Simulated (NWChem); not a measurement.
C₃HF₂NS; SMILES Fc1csc(F)n1

Computed with NWChem. Structure relaxed at the PBE-D3(BJ)/def2-SVP level. Level: M05-2X/def2-SVP with SMD (1 M gas to 1 M solution), gas-phase geometry.

Q: Order these by “dipole in solution (D)”, lowest first: water; chlorobenzene; 1,4-dioxane; n-hexane; 1-octanol.

A: n-hexane (3.22), 1,4-dioxane (3.29), chlorobenzene (3.55), 1-octanol (3.63), water (3.73)
